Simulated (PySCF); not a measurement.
Ta(NMe)(F)2(OH) (CH₄F₂NOTa), SMILES [F][Ta](=[N]C)([OH])[F], multiplicity 1.

The structure is a stationary point at PBE-D3(BJ)/def2-SVP. The multiplicity is an assumed one; other spin states were not compared. The def2 effective core potentials stand for the cores of Ta; spin–orbit coupling is left out. The values are those of a single conformer.

These are TDDFT-M06-2X/def2-SVPD run with PySCF 2.14.0 values and carry that method's errors.

Vertical excitations. The molecule is in vacuum. State labels are in the subgroup Cs.

| state | symmetry | energy (eV) | λ (nm) | f | main pairs |
|---|---|---|---|---|---|
| S1 | A" | 4.96 | 250 | 0.000 | HOMO→LUMO+1 58 %, HOMO−1→LUMO+2 17 %, HOMO→LUMO+5 13 % |
| S2 | A' | 5.37 | 231 | 0.002 | HOMO−1→LUMO+1 50 %, HOMO→LUMO+2 32 %, HOMO−1→LUMO 8 % |
| S3 | A" | 5.45 | 227 | 0.001 | HOMO−1→LUMO+2 69 %, HOMO→LUMO+1 20 % |
| S4 | A' | 5.78 | 214 | 0.021 | HOMO→LUMO+2 51 %, HOMO−1→LUMO+1 17 % |
| S5 | A" | 5.85 | 212 | 0.015 | HOMO→LUMO 46 %, HOMO→LUMO+3 43 % |
| S6 | A' | 5.92 | 209 | 0.019 | HOMO−1→LUMO+3 37 %, HOMO−1→LUMO 34 %, HOMO−1→LUMO+1 14 % |
| S7 | A" | 6.12 | 202 | 0.000 | HOMO→LUMO+5 45 %, HOMO→LUMO+4 16 %, HOMO−1→LUMO+7 14 %, HOMO→LUMO+1 11 % |
| S8 | A' | 6.46 | 192 | 0.002 | HOMO→LUMO+7 25 %, HOMO−1→LUMO+5 22 %, HOMO−1→LUMO 22 %, HOMO−1→LUMO+3 9 % |
| S9 | A" | 6.53 | 190 | 0.000 | HOMO→LUMO+3 32 %, HOMO→LUMO 29 %, HOMO−1→LUMO+7 20 % |
| S10 | A" | 6.56 | 189 | 0.002 | HOMO−1→LUMO+7 45 %, HOMO→LUMO+5 13 %, HOMO→LUMO 12 %, HOMO→LUMO+3 7 % |
| T1 | A' | 4.57 | 271 | 0 | HOMO−1→LUMO+1 46 %, HOMO−1→LUMO+5 18 %, HOMO→LUMO+2 17 %, HOMO→LUMO+7 7 % |
| T2 | A" | 4.87 | 255 | 0 | HOMO→LUMO+1 71 %, HOMO→LUMO+5 13 % |
| T3 | A' | 5.00 | 248 | 0 | HOMO→LUMO+2 58 %, HOMO−1→LUMO+1 24 % |
| T4 | A" | 5.15 | 241 | 0 | HOMO−1→LUMO+2 84 % |
Triplets are in the Tamm–Dancoff approximation, which puts them higher than full response would, so one can lie above its singlet here.
